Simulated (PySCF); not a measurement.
C₇H₉Cl.
Cartesian coordinates in Å at the GFN2-xTB level; atoms count from 1:
```
atom  x, y, z in Å
Cl1    0.6372    2.7956    0.2185
C2     0.3298    1.0582    0.1469
C3     1.2551    0.2003    0.9689
C4     1.1584   -1.0322    0.4877
C5     0.1716   -1.0009   -0.6519
C6    -1.2150   -0.7726    0.0016
C7    -1.1075    0.6615    0.5519
C8     0.4505    0.3932   -1.2264
H9     1.8090    0.5600    1.8146
H10    1.6211   -1.9265    0.8622
H11    0.2093   -1.8399   -1.3418
H12   -1.4083   -1.5035    0.7854
H13   -2.0025   -0.8528   -0.7465
H14   -1.8250    1.3320    0.0809
H15   -1.2417    0.7142    1.6308
H16    1.4470    0.4900   -1.6527
H17   -0.2961    0.7354   -1.9400
```

Computed at PBE0/pcSseg-1 (PySCF, non-relativistic), with Q(35Cl) = −0.0817 b: Cl1, 35Cl (I = 3/2): χzz = -72.91 MHz, η = 0.018.

(1) Where would the pure quadrupole (NQR) lines of 35Cl at Cl1 fall for the rigid, isolated species?

(2) Apply the simplest Townes–Dailey estimate (no s hybridisation, no π bonding), ionic character = 1 − χzz/χ0, where χ0 is the coupling for one missing p electron along the bond: −109.74 MHz for 35Cl.

## Answers

(1) From ν = (|χ|/2)√(1 + η²/3): ν = 36.46 MHz (alkyl chlorine). For 37Cl the ratio of quadrupole moments, 0.7881, gives 28.73 MHz.

(2) Cl1 on C2: 1 − (-72.91)/(-109.74) = 0.34. In this model a purely covalent bond gives χ0 and a free halide ion gives zero; s hybridisation or π bonding, where present, is counted here as ionic character.

In a crystal, neighbours and librations shift these lines. GFN2-xTB bond lengths can be off by several hundredths of an ångström, more for odd bonds, and the gradients follow them. With a basis this small, the couplings can be 20 % off.
